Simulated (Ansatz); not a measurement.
Total energies of Cl₃GaH₅NSi (`[SiH3][NH2+][Ga-]([Cl])([Cl])[Cl]`).

```csv
atom,x (Å),y (Å),z (Å)
Si1,-1.3992,-0.5674,-0.6719
N2,-0.2599,-0.1685,0.6691
Ga3,1.5653,0.6805,0.1684
Cl4,2.4343,-0.8396,-1.0879
Cl5,2.4130,0.8907,2.1416
Cl6,0.9535,2.5017,-0.8083
H7,-2.6154,-1.1608,-0.0656
H8,-0.7032,-1.5390,-1.5355
H9,-1.7059,0.7056,-1.3500
H10,-0.6701,0.4905,1.3282
H11,-0.0124,-0.9937,1.2119
```

Total charge 0; spin multiplicity 1. Correlated methods include outer-core shells of Ga, which these sets cover unevenly. Scalar relativity is left out up to krypton. The structure was optimised at the PBE0-D4/def2-TZVP level. It is one conformer, not always the lowest. Basis def2-TZVPP, Ansatz.

RPA on PBE orbitals: Hartree–Fock energy of these orbitals -3648.26533 Eh, correlation -1.86559 Eh (frozen core).

```csv
functional,energy without D4 (Eh),D4 term (kJ/mol)
LDA (SPW92),-3643.87882,–
PBE,-3651.91932,-40.7
revPBE,-3652.51813,-98.0
r2SCAN,-3652.85367,-10.0
B97M-V,-3652.20044,–
PBE0,-3652.11239,-35.5
B3LYP,-3653.12199,-66.2
r2SCANh,-3652.83570,-11.0
HSE06 (plane-wave form),-3652.07919,-33.8
BHLYP,-3652.95425,-58.1
CAM-B3LYP,-3653.14990,-37.3
LC-ωPBE,-3652.26160,–
ωB97X-V,-3652.56942,–
B2PLYP,-3652.09094,–
```

Problem. Give the same for BLYP, r2SCAN0, ωB97M-V, PBE-QIDH. (An estimate is asked.)

Solution. Computed: 
| functional | energy without D4 (Eh) | D4 term (kJ/mol) |
| --- | --- | --- |
| BLYP | -3653.02582 | -85.1 |
| r2SCAN0 | -3652.81062 | -12.3 |
| ωB97M-V | -3652.79221 | – |
| PBE-QIDH | -3651.44644 | – |

B3LYP takes the VWN-RPA correlation (the form of Gaussian; ORCA's B3LYP/G). HSE06 is the plane-wave form, built on full-range PBE exchange. The double hybrids freeze the cores in their second-order part.

LC-ωPBE has ω = 0.4 bohr⁻¹.
